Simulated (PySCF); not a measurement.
chloro(ethenylsilyl)silane (C2H7ClSi2), SMILES C=C[SiH2][SiH2]Cl. Atoms are numbered in the order given.

```xyz
12

C     -3.3792     0.6531     0.5713
C     -2.5265     0.0228    -0.2532
Si    -0.8864    -0.7006     0.2976
Si     0.8799     0.6176    -0.5151
Cl     2.6839    -0.2709     0.0580
H     -4.3195     1.0873     0.2135
H     -3.1776     0.7598     1.6431
H     -2.7932    -0.0463    -1.3168
H     -0.7025    -2.0845    -0.2236
H     -0.8196    -0.7166     1.7856
H      0.8663     0.7175    -1.9998
H      0.8445     1.9940     0.0480
```

Coordinates come from a TPSSh-D3(BJ)/def2-SVP optimisation. One conformer was computed; it need not be the lowest.

All values below come from B3LYP/def2-TZVP run with PySCF.

Gas-phase values at a fixed geometry.

### Question
Estimate the frontier levels, gap, dipole moment and polarisability. (Estimate from the structure and the level; the computed values follow.)

### Answer

| Item | Value |
|---|---|
| highest occupied level | -7.45 eV |
| lowest empty level | -1.25 eV |
| orbital gap | 6.20 eV |
| dipole moment | 0.485 e·Å |
| quadrupole, principal values (traceless, Buckingham form, about the centre of nuclear charge) | -3.13, 0.67, 2.46 D·Å |
| mean static polarisability | 93.5 bohr³ (13.85 Å³) |
| polarisability, principal values | 76.8, 79.8, 123.8 bohr³ |
